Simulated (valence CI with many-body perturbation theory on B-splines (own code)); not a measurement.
# Ga9+: M1 decay

Calculated by configuration interaction combined with many-body perturbation theory (CI+MBPT): four valence electrons over a frozen Dirac-Fock core [Ar], a basis of 9 s, 9 p, 10 d, 8 f, 5 g, 3 h, 1 i functions for each j, with the one-electron correlation potential Σ1, the two-electron term Σ2, the three-electron term Σ3, Breit, model QED; selected CI, second order for the rest, scaled by the run's own slope (own B-spline code, finite nucleus).

No measured spectrum was set against this ion. As an estimate, terms of the open shell hold to 2 to 4 % of their energy, and close levels can change places. Core correlation moves these levels by up to 4900 cm⁻¹, and in measured spectra 5 to 20 % of such shifts remained as error; rates that hang on mixing are uncertain with them. Only levels of the ground parity were solved; by the run's estimate the other parity begins above the list, which can be wrong where configurations are misplaced.

Lines 1 to 50 of 120 in falling wavelength, among levels below 208910 cm⁻¹, chosen from the decays that carry over 1 % of a level's rate. Wavelengths and rates use the calculated energies, so an error of 2000 cm⁻¹ moves a line at 2066 nm by 41 % and its rate by three times that or more. Weak lines are less certain than strong ones. Lines between different terms over intervals too small for the method are left out, as are lines whose strength nearly cancels. Intervals below about 2000 cm⁻¹, as at the head of this list, are uncertain by tens of per cent. Branching is blank where the lifetime is uncertain.

Letters in brackets count levels of one name in rising energy.

```
λ vac (nm)         Upper         Lower  Type   A (s⁻¹)  Branch %
     15010      3d4 5D_1      3d4 5D_0    M1  1.58e-02     100.0
      8534      3d4 5D_2      3d4 5D_1    M1  9.07e-02     100.0
      7813      3d4 3H_6      3d4 3H_5    M1  4.39e-02      99.7
      6572      3d4 5D_3      3d4 5D_2    M1  1.63e-01     100.0
      6512      3d4 3H_5      3d4 3H_4    M1  8.91e-02      91.8
      5666      3d4 5D_4      3d4 5D_3    M1  1.48e-01     100.0
      2584  3d4 3P_1 [a]  3d4 3P_0 [a]    M1  1.02e+00       3.2
      2066  3d4 3F_3 [a]      3d4 3H_4    M1  2.61e-01       1.6
      1915      3d4 3G_3  3d4 3F_2 [a]    M1  8.82e-01      13.0
      1845  3d4 3P_2 [a]  3d4 3P_1 [a]    M1  2.18e+00      11.1
      1828      3d4 3G_3  3d4 3F_3 [a]    M1  1.09e+00      16.1
      1793      3d4 3G_4  3d4 3F_4 [a]    M1  4.72e-01      11.6
      1783  3d4 3F_4 [a]      3d4 3H_4    M1  9.39e-01       4.2
      1576      3d4 3G_4  3d4 3F_3 [a]    M1  1.88e-01       4.6
      1503      3d4 3G_5  3d4 3F_4 [a]    M1  1.10e+00      27.9
      1059      3d4 3G_5      3d4 3H_6    M1  1.24e+00      31.6
      1036      3d4 3G_4      3d4 3H_5    M1  1.75e-01       4.3
     969.8      3d4 3G_3      3d4 3H_4    M1  6.44e-01       9.5
     932.3      3d4 3G_5      3d4 3H_5    M1  1.48e+00      37.7
     924.0  3d4 1G_4 [a]      3d4 3G_5    M1  1.16e+00       4.5
     894.0      3d4 3G_4      3d4 3H_4    M1  1.99e-01       4.9
     840.4  3d4 1G_4 [a]      3d4 3G_4    M1  5.30e-01       2.1
     782.9  3d4 1G_4 [a]      3d4 3G_3    M1  2.91e+00      11.4
     718.9      3d4 3D_3  3d4 3P_2 [a]    M1  1.12e+00       6.8
     692.3      3d4 3D_2  3d4 3P_2 [a]    M1  1.02e+00       6.4
     658.6  3d4 1D_2 [a]      3d4 3D_1    M1  2.41e+00       7.7
     655.4      3d4 3D_1  3d4 3P_2 [a]    M1  1.16e+00       5.9
     625.1  3d4 1D_2 [a]      3d4 3D_2    M1  6.56e-01       2.1
     619.8  3d4 3F_4 [b]      3d4 1F_3    M1  2.18e+00          
     604.8  3d4 1D_2 [a]      3d4 3D_3    M1  3.18e+00      10.2
     601.3  3d4 3F_2 [b]      3d4 1F_3    M1  4.34e+00      10.2
     601.0      3d4 3D_3  3d4 3F_3 [a]    M1  2.04e-01       1.2
     590.8      3d4 3D_2  3d4 3F_2 [a]    M1  7.54e-01       4.7
     572.2  3d4 1G_4 [a]  3d4 3F_4 [a]    M1  1.01e+01      39.5
     563.7      3d4 3D_1  3d4 3F_2 [a]    M1  5.19e-01       2.7
     548.1  3d4 1G_4 [a]  3d4 3F_3 [a]    M1  1.80e+00       7.0
     530.1      3d4 1I_6      3d4 3H_6    M1  3.88e+00      54.3
     496.4      3d4 1I_6      3d4 3H_5    M1  3.25e+00      45.4
     483.6      3d4 3D_1  3d4 3P_1 [a]    M1  3.78e+00      19.3
     464.1  3d4 1G_4 [a]      3d4 3H_5    M1  5.36e+00      20.9
     433.2  3d4 1G_4 [a]      3d4 3H_4    M1  3.16e+00      12.3
     415.5  3d4 3P_2 [b]  3d4 1D_2 [a]    M1  3.83e+00      12.7
     407.3      3d4 3D_1  3d4 3P_0 [a]    M1  2.22e+00      11.3
     394.5      3d4 1F_3      3d4 3D_2    M1  1.94e+00          
     386.3      3d4 1F_3      3d4 3D_3    M1  4.95e+00          
     373.2  3d4 1S_0 [a]  3d4 3P_1 [a]    M1  3.80e+01     100.0
     361.0  3d4 1D_2 [a]      3d4 3G_3    M1  1.58e+00       5.1
     328.5  3d4 1D_2 [a]  3d4 3P_2 [a]    M1  5.49e+00      17.6
     303.7  3d4 1D_2 [a]  3d4 3F_2 [a]    M1  5.20e+00      16.7
     301.4  3d4 1D_2 [a]  3d4 3F_3 [a]    M1  1.02e+01      32.7
```
